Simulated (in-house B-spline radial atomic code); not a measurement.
Ionisation energies along the 52-electron series, configuration 1s2 2s2 2p6 3s2 3p6 3d10 4s2 4p6 4d10 4f5/2(4) 5s2, as differences of self-consistent energies. Dirac energy differences include first-order Breit, QED and recoil terms. NIST's values go from ground level to ground level; the uncertainty of those that are theory runs from under 0.1 % in few-electron ions to several per cent in heavy many-electron ones. Computed with a B-spline radial code for spherical atoms: Dirac-Hartree-Fock, jj configuration that fills j = l - 1/2 first, finite nuclei.

Some pairs differ by more than the removed electron.

A number in brackets counts the electrons of a j subshell.

```json
{"ion": "Sm10+", "configuration after": "[Kr] 4d10 4f5/2(3) 5s2", "ionisation energy (eV)": "169.1", "IE/(q+1)² (eV)": "1.3978", "-ε less Coulomb ΔSCF (eV)": "2.3728", "Breit and QED recoil part (eV)": "0.086868", "tabulated value (eV)": "179", "tabulated kind": "tabulated theory", "computed minus tabulated (eV)": "-9.9"}
{"ion": "Eu11+", "configuration after": "[Kr] 4d10 4f5/2(3) 5s2", "ionisation energy (eV)": "?", "IE/(q+1)² (eV)": "?", "-ε less Coulomb ΔSCF (eV)": "?", "Breit and QED recoil part (eV)": "?", "tabulated value (eV)": "?", "tabulated kind": "tabulated theory", "computed minus tabulated (eV)": "?"}
{"ion": "Gd12+", "configuration after": "[Kr] 4d10 4f5/2(5)", "ionisation energy (eV)": "247.0", "IE/(q+1)² (eV)": "1.4617", "-ε less Coulomb ΔSCF (eV)": "-", "Breit and QED recoil part (eV)": "-0.59742", "tabulated value (eV)": "246", "tabulated kind": "tabulated theory", "computed minus tabulated (eV)": "1.0"}
{"ion": "Tb13+", "configuration after": "[Kr] 4d10 4f5/2(5)", "ionisation energy (eV)": "?", "IE/(q+1)² (eV)": "?", "-ε less Coulomb ΔSCF (eV)": "?", "Breit and QED recoil part (eV)": "?", "tabulated value (eV)": "?", "tabulated kind": "tabulated theory", "computed minus tabulated (eV)": "?"}
{"ion": "Dy14+", "configuration after": "[Kr] 4d10 4f5/2(5)", "ionisation energy (eV)": "289.4", "IE/(q+1)² (eV)": "1.2861", "-ε less Coulomb ΔSCF (eV)": "-", "Breit and QED recoil part (eV)": "-0.72914", "tabulated value (eV)": "300", "tabulated kind": "tabulated theory", "computed minus tabulated (eV)": "-10.6"}
{"ion": "Ho15+", "configuration after": "[Kr] 4d10 4f5/2(5)", "ionisation energy (eV)": "311.6", "IE/(q+1)² (eV)": "1.2173", "-ε less Coulomb ΔSCF (eV)": "-", "Breit and QED recoil part (eV)": "-0.80068", "tabulated value (eV)": "340", "tabulated kind": "tabulated theory", "computed minus tabulated (eV)": "-28.4"}
```

(1) Fill in the row of Eu11+.

(2) Fill in the row of Tb13+.

Answers

(1) ionisation energy (eV): 200.1; IE/(q+1)² (eV): 1.3894; -ε less Coulomb ΔSCF (eV): 2.4282; Breit and QED recoil part (eV): 0.091159; tabulated value (eV): 213; computed minus tabulated (eV): -12.9.

(2) ionisation energy (eV): 267.9; IE/(q+1)² (eV): 1.3666; Breit and QED recoil part (eV): -0.6615; tabulated value (eV): 273; computed minus tabulated (eV): -5.1.
